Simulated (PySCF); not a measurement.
# Computed properties of 2,2-difluoro-4-methyl-1,3-dioxole (C4H4F2O2), SMILES CC1=COC(F)(F)O1

2,2-difluoro-4-methyl-1,3-dioxole (C₄H₄F₂O₂), SMILES CC1=COC(F)(F)O1. Geometry: PBE0-D3(BJ)/def2-SVP. One conformer was computed; it need not be the lowest. All values are computed for the isolated molecule unless a solvent is named; none is compared with measurement here.

**Structure.** The optimised structure has Cs symmetry. All 30 harmonic modes at PBE0-D3(BJ)/def2-SVP (PySCF) are real, so it is a minimum. With heavy atoms numbered as in [CH3:1][C:2]1=[CH:3][O:4][C:5]([F:6])([F:7])[O:8]1, the shortest bond between them is C2–C3 at 1.334 Å and the longest C1–C2 at 1.474 Å.

**Vibrations.** The strongest infrared lines (harmonic, unscaled, degenerate partners summed) lie at 1324 cm⁻¹ (733 km/mol, C 81 %, O 10 %, F 8 %), 1260 cm⁻¹ (343 km/mol, C 79 %, F 19 %), 1352 cm⁻¹ (112 km/mol, C 54 %, H 33 %, O 13 %). The softest mode is at 81 cm⁻¹ and the zero-point energy is 51.4 kcal/mol.

**Electronic structure.** CAM-B3LYP/def2-TZVP (PySCF) places the frontier levels at -8.17 and 1.51 eV, a gap of 9.68 eV, and gives a dipole moment of 3.63 D. PBE/def2-TZVP (PySCF) at the same geometry gives -5.51 and -0.55 eV, so its gap is 4.72 eV narrower. An orbital gap is neither the optical nor the fundamental gap.

**Excitations.** TDA-ωB97X/def2-SVPD (PySCF) has S1 at 6.93 eV (179 nm, f = 0.013, weak); the most intense of the 6 singlets computed lies at 7.32 eV (f = 0.38). T1 (TDA) is at 4.20 eV, 2.73 eV under S1. TDA-PBE/def2-SVPD (PySCF) puts S1 at 5.55 eV. No vertical singlet excitation falls in the visible range (under 3.1 eV).

**NMR.** GIAO shifts at KT2/pcSseg-1 (PySCF) (non-relativistic, atoms alike by connectivity averaged): ¹³C from 13.3 to 138.9 ppm against TMS; ¹H from 2.3 to 6.5 ppm against TMS; ¹⁹F at -94.9 ppm against CFCl3.

**Solvation.** SMD-B3LYP/def2-SVP (PySCF) gives -0.4 kcal/mol in water, -2.7 kcal/mol in benzene, -3.7 kcal/mol in diethylether (1 M in both phases, gas-phase geometry); of these solvents diethylether holds the molecule best.
